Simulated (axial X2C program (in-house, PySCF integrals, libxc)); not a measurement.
# OsH: from Re and ωe to a spectrum

A bond curve at the PBE0 level, 2c, was computed with an in-house all-electron X2C program for linear molecules (integrals from PySCF) (basis Os dyall-v3z [13s14p9d6f2g], H dyall-v3z [6s2p1d] (cores contracted in-house)) for the state Ω = 5/2 (⟨Sz⟩ = 1.42, ⟨Lz⟩ = 1.08 at PBE0). Its fit gives Re = 1.5778 Å, ωe = 2256.6 cm⁻¹, ωexe = 36 cm⁻¹ and αe = 1.725e-01 cm⁻¹; the masses are 191.9615 and 1.0078 u. Two-component means X2C with spin–orbit coupling and atomic mean-field Coulomb and Gaunt terms.

Question: Find the reduced mass, Be and the force constant.

Answer: From the PBE0 values: μ = 1.0025 u. Be = 16.8576/(μ Re²) = 6.754 cm⁻¹. k = 5.8918×10⁻⁷ μ ωe² = 3.01 mdyn/Å.

Question: Scale the constants to the deuteride (D 2.0141 u) within the Born–Oppenheimer picture.

Answer: ρ = √(μH/μD) = 0.7092; ωe = 1600.4, ωexe = 18.1, Be = 3.397 cm⁻¹; the zero-point energy falls by 324 cm⁻¹.

Question: Where do the fundamental and the first overtone lie?

Answer: ν(1←0) = ωe − 2ωexe = 2184.6 cm⁻¹; ν(2←0) = 2ωe − 6ωexe = 4297.2 cm⁻¹.

Question: The dipole moment p changes by 0.66 D/Å at Re. What harmonic infrared intensity follows?

Answer: I = 42.256 × (dp/dR)²/μ = 18 km/mol.

Question: A Morse curve ties αe to the other constants (Pekeris). How well does that hold?

Answer: αe(Morse) = 6Be²/ωe × (√(ωexe/Be) − 1) = 1.587e-01 cm⁻¹; the PBE0 curve gives 1.725e-01 cm⁻¹, a ratio of 0.92.

The state is one determinant whose occupation by symmetry is held fixed; it was picked as the lowest of a PBE0 search that is not exhaustive. Density functionals use the spin component along the axis (collinear). Without a current term, density functionals place determinants with orbital angular momentum somewhat too high. With several unpaired electrons one determinant need not be a pure state. The lowest spin-free determinant has another configuration (M_S = 3/2, Λ = 0), so the order of states is uncertain and this need not be the ground state.
